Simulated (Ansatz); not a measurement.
Two isomers of C4H2F4: A = `F/C=C(/F)C=C(F)F`, B = `FC1=C(F)[C@@H](F)[C@@H]1F`.

Isolated molecules relaxed with PBE0-D4/def2-TZVP in Ansatz; ΔE leaves out vibrations. CBS: MP2 limit from def2 TZ/QZ plus the TZ coupled-cluster correction, frozen cores. DFT in def2-TZVPP. B3LYP here is the variant with VWN-RPA as its local correlation; programs differ in this. One conformer a species, not always the lowest.

A:

```xyz
10

F     0.558    2.383   -0.591
C     0.686    1.665    0.528
C     0.300    0.392    0.565
F     0.459   -0.263    1.721
C    -0.273   -0.336   -0.536
C    -0.663   -1.603   -0.518
F    -1.179   -2.207   -1.562
F    -0.604   -2.425    0.494
H     1.115    2.196    1.366
H    -0.398    0.197   -1.468
```

B:

```xyz
10

F     1.281    1.193   -1.685
C     0.614    0.624   -0.713
C     0.538    0.788    0.605
F     1.029    1.640    1.468
C    -0.375   -0.374    0.808
F    -1.601   -0.072    1.342
C    -0.349   -0.514   -0.740
F     0.156   -1.700   -1.206
H     0.028   -1.246    1.328
H    -1.321   -0.340   -1.206
```

Task: Which is lower in electronic energy at CCSD(T)/CBS, and by how much? (Estimate.)

Result: The calculation gave: A, by 26.5 kJ/mol.

Task: Give E(B) − E(A) in kJ/mol with r2SCAN-D4, PBE-D4, CCSD(T)/def2-SVP, ωB97M-V, MP2/def2-TZVPP, B3LYP-D4, CCSD(T)/def2-TZVPP. (Best estimate.)

Result: The calculation gave: r2SCAN-D4 43.5, PBE-D4 34.4, CCSD(T)/def2-SVP 48.9, ωB97M-V 28.8, MP2/def2-TZVPP 23.6, B3LYP-D4 47.6, CCSD(T)/def2-TZVPP 30.0. None reverses the order clearly.

Task: Does the order hold for the free energy at 298.15 K (harmonic terms from PBE0-D4)? (Best estimate.)

Result: The calculation gave: Yes: G(B) − G(A) = +35.9 kJ/mol, for one conformer each. Modes under 60 cm⁻¹, often nearly free rotors, make the harmonic entropy too high.

Largest T1 diagnostic: 0.013.

In def2-TZVPP, CCSD(T) changes the Hartree–Fock value by −6.9 kJ/mol (the triples alone add +2.0 kJ/mol) and MP2 by −13.2 kJ/mol. From BLYP to BHLYP (50 % exact exchange), in def2-TZVPP and without D4, E(B) − E(A) moves by −19.4 kJ/mol.
